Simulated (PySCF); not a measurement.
## Two-dimensional NMR puzzle

Compound of formula C₄H₁₆Si₄. Correlations simulated from computed shifts and the bond graph:

HSQC (one-bond C–H):
```
  δH    δC
2.48  26.8
1.95  22.4
1.85  22.4
1.79  17.4
1.68  26.8
```

COSY cross peaks (H two or three bonds apart, from the bond graph; peaks can be absent where the dihedral angle is near 90°):
```
  δH    δH
2.48  1.95
2.48  1.85
2.48  1.79
2.48  1.68
1.95  1.85
1.95  1.68
1.85  1.68
1.79  1.68
```

HMBC (two and three bonds, from the bond graph):
```
  δH                δC
3.63              17.4
2.48  26.8, 22.4, 17.4
1.95        26.8, 17.4
1.85        26.8, 17.4
1.79        26.8, 22.4
1.68  26.8, 22.4, 17.4
```

- geometry: PBE0-D3(BJ)/def2-SVP
- shieldings: GIAO PBE0/pcSseg-1
- code: PySCF 2.14
- fast rotation and ring inversion assumed for equivalent nuclei, non-relativistic, one computed conformer, no solvent

Referencing at the same level of theory: TMS for 1H and 13C.

Exchangeable hydrogens are left out of these lists.

Q: Which molecule is this?

A: SMILES [SiH3][Si]([SiH3])([SiH3])C1CCC1.

Atoms are numbered as in `[SiH3:1][Si:2]([SiH3:3])([SiH3:4])[CH:5]1[CH2:6][CH2:7][CH2:8]1`. Hydrogens are named by the atom that carries them. Ha(C6), Ha(C7), Ha(C8) are cis to Si2 on the ring; Hb(C6), Hb(C7), Hb(C8) are trans to Si2 on the ring.

δC 26.8 is C6/C8, an sp3 CH2 in a ring (δH 1.68, 2.48). δC 22.4 is C7, an sp3 CH2 in a ring (δH 1.95, 1.85). δC 17.4 is C5, an sp3 CH bonded to Si (δH 1.79). COSY links 2.48–1.95, 2.48–1.85, 2.48–1.79, 2.48–1.68, 1.95–1.85, 1.95–1.68.

The shifts were computed for this structure.

Shifts are as computed. Against solution values, carbons near 30 ppm lie about +2 ppm off and those near 130 ppm about +5 ppm. Of 1211 compounds with measured shifts, 218 miss one by over three times the rms of a fit or turn the order of signals round; such compounds aren't used in these exercises.
